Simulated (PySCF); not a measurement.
Species: C₇H₉O (doublet state).
Atom-mapped SMILES: `[CH2:1]=[CH:2][C@H:3]([CH3:4])/[C:5]=[CH:6]\[CH:7]=[O:8]` (hydrogens: H9, H10 on C1; H11 on C2; H12 on C3; H13, H14, H15 on C4; H16 on C6; H17 on C7)

Cartesian coordinates in Å at the GFN2-xTB level; atoms count from 1:
```
atom  x, y, z in Å
C1    -1.6596   -1.1965   -0.7604
C2    -0.8890   -0.1249   -0.7004
C3    -0.4809    0.5536    0.5833
C4    -0.8166    2.0524    0.5290
C5     0.9413    0.3490    0.8275
C6     1.9909   -0.3705    0.5392
C7     2.0432   -1.5288   -0.3750
O8     3.0384   -2.1615   -0.6044
H9    -2.0591   -1.6631    0.1254
H10   -1.9265   -1.6513   -1.6997
H11   -0.4919    0.3273   -1.5993
H12   -1.0239    0.1011    1.4229
H13   -0.5480    2.5327    1.4662
H14   -0.2664    2.5318   -0.2771
H15   -1.8812    2.1865    0.3545
H16    2.9515   -0.1516    0.9949
H17    1.0707   -1.7740   -0.8364
```

The hyperfine couplings belong to this conformer and change with its torsions.

Theory: PySCF, UKS B3LYP, pcH-1 on C H O, non-relativistic, mean-field spin-orbit, GIAO. One conformer (not necessarily the lowest) at the GFN2-xTB geometry, without solvent, vibrations or thermal averaging. The geometry wasn't refined by DFT: couplings that depend on bond lengths, twists or pyramidal angles can differ widely from those at the functional's own minimum.

Q: What are Nα, Nβ and the exact ⟨S²⟩?

A: Nα = 30, Nβ = 29 (59 in all), and S(S+1) = 0.75 for S = 1/2.

Mulliken spin populations, one withheld:

| atom | bound to | population |
| --- | --- | --- |
| C1 | C2, H9, H10 | +0.0646 |
| C2 | C1, C3, H11 | +0.0072 |
| C3 | C2, C4, C5, H12 | -0.0404 |
| C4 | C3, H13, H14, H15 | +0.0153 |
| C5 | C3, C6 | ? |
| C6 | C5, C7, H16 | -0.1398 |
| C7 | C6, O8, H17 | +0.0630 |
| O8 | C7 | -0.0025 |
| H9 | C1 | -0.0015 |
| H10 | C1 | +0.0003 |
| H11 | C2 | -0.0002 |
| H12 | C3 | +0.0033 |
| H13 | C4 | +0.0023 |
| H14 | C4 | -0.0003 |
| H15 | C4 | +0.0019 |
| H16 | C6 | +0.0528 |
| H17 | C7 | +0.0033 |

Q: Fill in the missing population.

A: 1 − (0.0293) gives +0.971, since all populations sum to 2S.

Q: How is the spin shared among the elements?

A: Carbon +0.94, hydrogen +0.06, oxygen 0.00. The positive populations sum to 1.18, the negative ones to -0.18.

Q: With ⟨S²⟩ = 0.7599, find the sum of squared α–β overlaps and estimate the admixture of higher spin.

A: Σ|⟨iα|jβ⟩|² over occupied orbitals = Nβ − [⟨S²⟩ − S(S+1)] = 29 − 0.0099 = 28.9901. If the quartet state (S + 1) were the only admixture, its weight would be 0.0099/(2S + 2) = 0.33 %.

Q: What Fermi-contact NMR shifts do the couplings of C1, C2, C3, C4, C6, H9, H10 imply at 350 K (Curie law, g = gₑ)?

A: δ = a_FC·h·gₑ μB S(S+1)/(3 g_N μN kT), with k/h = 20836.6 MHz/K:

```csv
nuclei,isotope,a_FC (MHz),g_N,contact shift (ppm)
C1,13C,6.19,1.4048,+555
C2,13C,52.65,1.4048,+4724
C3,13C,6.14,1.4048,+551
C4,13C,31.63,1.4048,+2837
C6,13C,-23.50,1.4048,-2109
H9,1H,-1.75,5.5857,-39
H10,1H,3.42,5.5857,+77
```

The sign follows the spin density at the nucleus: positive density means a positive shift.

Examples of negative spin density at the nucleus (bohr⁻³): C6 (-0.0209).

On one thread, Arm Neoverse V1 (aarch64) (shared host), this took 77 s (grids of density and orbitals included) and 1.1 GiB of memory at its peak.
